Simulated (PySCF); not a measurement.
**Two-component Hartree-Fock for Re³⁺ (rhenium, charge +3)**

Start: [Xe] 4f14 5d4; 5d5/2 filled at m_j = -1/2, +1/2, +3/2, +5/2. Calculated with PySCF 2.14 in x2c-SVPall-2c with one added diffuse shell each of s, d type (8s9p10d2f, 99 functions): generalised Hartree-Fock with the X2C-1e Hamiltonian and a Gaussian nucleus; one run each with spin-orbit coupling (SO) switched off, then screened by Boettger's factors. This is a chosen level, not necessarily the ground level.

| spinor shell | electrons | ε, spin-free (eV) | ε, screened SO (eV) | weight of nominal j (screened SO) | rms radius, screened SO (bohr) |
| --- | --- | --- | --- | --- | --- |
| 1s1/2 | 2 | -72094.7 | -72071.9 | 1.000 | 0.0204 |
| 2s1/2 | 2 | -12669.2 | -12662.1 | 1.000 | 0.0824 |
| 2p1/2 | 2 | -11065.9 | -12096.3 | 1.000 | 0.0700 |
| 2p3/2 | 4 | -11065.9 | -10650.6 | 1.000 | 0.0775 |
| 3s1/2 | 2 | -3020.4 | -3018.1 | 1.000 | 0.210 |
| 3p1/2 | 2 | -2539.6 | -2766.0 | 1.000 | 0.202 |
| 3p3/2 | 4 | -2539.6 | -2446.6 | 1.000 | 0.217 |
| 3d3/2 | 4 | -1987.5 | -2027.0 | 1.000 | 0.192 |
| 3d5/2 | 6 | -1987.5 | -1958.9 | 1.000 | 0.196 |
| 4s1/2 | 2 | -687.97 | -687.28 | 1.000 | 0.468 |
| 4p1/2 | 2 | -527.43 | -580.71 | 1.000 | 0.476 |
| 4p3/2 | 4 | -527.43 | -505.42 | 1.000 | 0.509 |
| 4d3/2 | 4 | -321.79 | -329.89 | 0.999 | 0.532 |
| 4d5/2 | 6 | -321.79 | -315.73 | 0.999 | 0.543 |
| 5s1/2 | 2 | -130.89 | -130.79 | 1.000 | 1.11 |
| 5p1/2 | 2 | -87.141 | -95.922 | 0.941 | 1.27 |
| 4f5/2 | 6 | -91.013 | -92.200 | 0.984 | 0.636 |
| 4f7/2 | 8 | -91.013 | -89.625 | 0.986 | 0.639 |
| 5p3/2 | 4 | -87.141 | -83.305 | 0.965 | 1.30 |
| 5d5/2 | 4 | -40.500 | -40.343 | 0.536 | 1.80 |

```
   quantity     spin-free   screened SO
E (hartree)  -16677.33461  -16697.90326
        M_J             4             4
       ⟨J²⟩        20.004        20.052
       ⟨L²⟩         6.002         7.191
       ⟨S²⟩         6.002         5.470
```

Each row is a mean over spinors that exchange with the open shell spreads, by up to 7.726 eV (5p3/2).

Rows whose weight is well below 1 are mixtures of j = l ± 1/2: exchange outweighs spin-orbit coupling there, and the label is only the starting occupation.

⟨J²⟩ departs a little from M_J(M_J + 1) because the unrestricted spinors polarise the closed shells.

Breit and QED terms are absent; they matter most for the inner s and p1/2 levels.

Densities and radii are taken from the X2C orbitals without a picture-change correction, which distorts them close to the nucleus.

Without spin-orbit coupling the j labels of p, d and f shells carry no meaning; the spin-free column gives the mean over the occupied spinors of each nl shell.
